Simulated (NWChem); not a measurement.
Species: CH7BO2Si; SMILES [SiH3]B(O)OC

```xyz
12

B      0.6459     0.0985    -0.0010
O      1.9922    -0.0915     0.0001
H      2.2430    -1.0186     0.0002
O      0.2439     1.3896    -0.0018
C     -1.0833     1.8257    -0.0015
H     -1.2728     2.4407     0.8924
H     -1.2706     2.4473    -0.8913
H     -1.8086     0.9922    -0.0055
Si    -0.6534    -1.4928    -0.0014
H     -1.5459    -1.5069    -1.2053
H     -1.5443    -1.5082     1.2038
H      0.1215    -2.7780    -0.0025
```
Atoms are numbered in this order, from 1.

Results from NWChem. Pople sets run with spherical d functions. All runs use the structure optimised with PBE0/def2-SVP. Not confirmed as a minimum by frequencies. Atomic charges in e: unrestrained fits to the electrostatic potential beside Mulliken populations; buried atoms are poorly determined by the fit.

For level B3LYP/def2-SVP:

```yaml
ESP B1: 0.46
Mulliken B1: 0.00
Mulliken O2: -0.10
Mulliken O4: -0.19
Mulliken C5: 0.18
ESP Si9: 0.19
Mulliken Si9: 0.11
```

Estimate the same quantities for level Hartree-Fock/6-31G*.

The ESP B1 is 0.58 and the Mulliken B1 comes out as 0.52. The Mulliken O2 comes out as -0.72. The Mulliken O4 is -0.58 and the Mulliken C5 is -0.17. The ESP Si9 is 0.30. The Mulliken Si9 is 0.40.
